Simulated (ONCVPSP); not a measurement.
**Cu (Z = 29): excitation energies, all-electron against ONCV**

```
Element                 : Cu (Z = 29)
Generator               : ONCVPSP 4.0.1
Type                    : optimised norm-conserving Vanderbilt (ONCV)
Functional              : PBE
Relativity              : scalar-relativistic
Frozen core             : [Ne]
Valence charge          : 19
Reference configuration : 3s2 3p6 3d10 4s1
Partial waves           : 3s+4s: rc 1.25 bohr, ncon 4, nbas 9, qcut 7.9 1/bohr, 2 projectors; 3p: rc 0.75 bohr, ncon 3, nbas 7, qcut 13 1/bohr, 1 projector; 3d: rc 1.50 bohr, ncon 5, nbas 9, qcut 9.2 1/bohr, 2 projectors, debl 1.7 Ha
Local potential         : polynomial inside 0.50 bohr (lpopt 5, dvloc0 2 Ha)
Core correction         : none
```

Energies are relative to the spin-unpolarised reference configuration 3s2 3p6 3d10 4s1; without spin polarisation the order of configurations can differ from experiment. Not all tests gave a result: 1 of 4 tests not solved or not reliable.

| valence configuration | charge | ΔE all-electron (eV) | error AE − PS (meV) |
| --- | --- | --- | --- |
| 3s2 3p6 3d10 4s0 | +1 | 8.150 | +6.9 |
| 3s2 3p6 3d9 4s0 | +2 | 29.483 | +4.9 |
| 3s2 3p6 3d9 4s2 | 0 | 1.972 | +36 |

Levels in the configuration 3s2 3p6 3d9 4s2:

```tsv
level	all-electron (eV)	pseudo (eV)
3s	-119.997	-119.941
3p	-77.307	-77.280
3d	-9.519	-9.445
4s	-5.812	-5.826
```
